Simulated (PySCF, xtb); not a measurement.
SiCl₂Br₂, SMILES Cl[Si](Br)(Br)Cl.

Harmonic wavenumbers (cm⁻¹) from GFN2-xTB in xtb 6.7.1 at its own minimum, in rising order: 92, 96, 144, 146, 151, 313, 467, 522, 539.

What does PBE-D3(BJ)/def2-SVP (PySCF) give at its own minimum? (Estimate from the structure and the level; the computed values follow.)

101, 112, 162, 170, 172, 313, 497, 564, 603. Paired by order, the mean absolute difference is 25 cm⁻¹ and the zero-point energies are 3.5 and 3.9 kcal/mol.
